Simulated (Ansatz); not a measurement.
F$_{3}$H$_{4}$NO$_{2}$Si$_{2}$ (`O[SiH](F)N[Si](O)(F)F`), relaxed with RKS PBE0-D4/def2-TZVP in the Gaussian-basis code of Ansatz from a GFN2-xTB geometry. The force threshold is 0.005 eV/Å; the program also tests the step.

The species carries charge 0 and has multiplicity 1.

Start:

```xyz
12

O    -1.994    0.659    1.042
Si   -0.865   -0.387    1.486
F    -0.355   -0.040    2.968
N     0.566   -0.220    0.522
Si    0.587    0.032   -1.153
O     2.099    0.210   -1.644
F    -0.325    1.300   -1.519
F    -0.172   -1.100   -1.988
H    -1.853    1.317    0.364
H    -1.433   -1.715    1.517
H     1.441   -0.441    0.963
H     2.303    0.387   -2.558
```

| step | energy (eV) | largest force (eV/Å) | largest move (Å) |
| --- | --- | --- | --- |
| 1 | -29552.2037 | 1.142 | 0.000 |
| 2 | -29552.2459 | 0.690 | 0.024 |
| 3 | -29552.2841 | 0.178 | 0.080 |
| 4 | -29552.2898 | 0.413 | 0.200 |
| 5 | -29552.3061 | 0.512 | 0.096 |
| 6 | -29552.3132 | 0.149 | 0.038 |
| 7 | -29552.3177 | 0.046 | 0.059 |
| 8 | -29552.3188 | 0.045 | 0.042 |
| 9 | -29552.3198 | 0.029 | 0.038 |
| 10 | -29552.3202 | 0.029 | 0.034 |
| 11 | -29552.3205 | 0.026 | 0.026 |
| 12 | -29552.3208 | 0.019 | 0.033 |
| 13 | -29552.3208 | 0.006 | 0.009 |
| 14 | -29552.3208 | 0.006 | 0.005 |
| 15 | -29552.3208 | 0.003 | 0.003 |

End:

```xyz
12

O    -2.066    0.476    0.880
Si   -0.844   -0.365    1.531
F    -0.286    0.300    2.866
N     0.469   -0.429    0.422
Si    0.555    0.087   -1.181
O     2.104    0.354   -1.552
F    -0.336    1.394   -1.345
F    -0.068   -0.925   -2.229
H    -1.876    1.266    0.369
H    -1.367   -1.682    1.920
H     1.339   -0.795    0.786
H     2.377    0.319   -2.469
```

It took 23 s on 2 threads of an AMD EPYC 7R13 on a shared host and a share of an NVIDIA H100 80 GB, with 0.94 GiB of host memory at the peak.
